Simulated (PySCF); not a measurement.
CI₂, SMILES I[C]I (connectivity only; charge and spin as stated), neutral, multiplicity 1.

Geometry: B3LYP-D3(BJ)/def2-TZVP. The def2 effective core potentials stand for the cores of I; spin–orbit coupling is left out.

Method: PBE/def2-TZVPD in PySCF.

Symmetry labels are those of the subgroup C2v that the program uses (full group C2v).

Computed valence orbital energies around the gap with their symmetry:
```json
[
 {"orbital": "HOMO−7", "symmetry": "B2", "energy (eV)": "-17.94"},
 {"orbital": "HOMO−6", "symmetry": "A1", "energy (eV)": "-13.88"},
 {"orbital": "HOMO−5", "symmetry": "B2", "energy (eV)": "-9.56"},
 {"orbital": "HOMO−4", "symmetry": "B1", "energy (eV)": "-8.37"},
 {"orbital": "HOMO−3", "symmetry": "A1", "energy (eV)": "-8.34"},
 {"orbital": "HOMO−2", "symmetry": "A2", "energy (eV)": "-7.12"},
 {"orbital": "HOMO−1", "symmetry": "B2", "energy (eV)": "-6.56"},
 {"orbital": "HOMO", "symmetry": "A1", "energy (eV)": "-5.81"},
 {"orbital": "LUMO", "symmetry": "B1", "energy (eV)": "-4.53"},
 {"orbital": "LUMO+1", "symmetry": "A1", "energy (eV)": "-2.71"},
 {"orbital": "LUMO+2", "symmetry": "B2", "energy (eV)": "-1.33"},
 {"orbital": "LUMO+3", "symmetry": "A1", "energy (eV)": "-0.13"}
]
```
